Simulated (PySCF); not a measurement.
A calculated (r2SCAN, PySCF 2.14, aug-cc-pVDZ-DK, scalar relativity by spin-free X2C-1e) atom or ion has these occupied shells.

| shell | electrons | orbital energy (eV) | rms radius, mean of both spins (bohr) |
| --- | --- | --- | --- |
| 1s α | 1 | -7012.7 | 0.0675 |
| 1s β | 1 | -7012.7 | 0.0675 |
| 2s α | 1 | -823.70 | 0.289 |
| 2s β | 1 | -822.09 | 0.289 |
| 2p α | 3 | -699.59 | 0.261 |
| 2p β | 3 | -698.34 | 0.261 |
| 3s α | 1 | -93.758 | 0.876 |
| 3s β | 1 | -89.369 | 0.876 |
| 3p α | 3 | -58.594 | 0.942 |
| 3p β | 3 | -54.339 | 0.942 |
| 4s α | 1 | -5.009 | 3.36 |
| 3d α | 5 | -4.814 | 1.51 |
| 3d β | 2 | -2.512 | 1.51 |

(1) Name the element and its charge.

Answers

(1) Fe (iron, neutral), in [Ar] 3d7 4s1, high-spin 5F determinant (an excited configuration).
